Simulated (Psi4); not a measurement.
Psi4 was given this input:
```
memory 2 GB

molecule mol {
0 1
  B    -0.343041    0.319106    0.532534
  H    -1.381465   -0.040173    0.979559
  C     0.397010    1.597037    1.107193
  H     0.598846    1.484435    2.170328
  H    -0.226147    2.483204    1.005742
  H     1.339857    1.790985    0.604712
  O     0.238707   -0.334528   -0.467284
  C    -0.281264   -1.479325   -1.089893
  H    -0.421189   -1.268361   -2.152964
  H     0.438463   -2.294755   -0.983821
  H    -1.237299   -1.780910   -0.651751
}

set basis sto-3g
set reference rks

energy('pbe')
print_variables()
```

### Question
What nuclear repulsion energy does PBE/STO-3G in Psi4 give?

### Answer
114.8386 Eh

### Question
What is the computed number of basis functions (PBE/STO-3G)?

### Answer
27

### Question
What total energy does PBE/STO-3G give?

### Answer
-178.007297 Ha

### Question
What dipole moment does PBE/STO-3G give?

### Answer
1.64 D
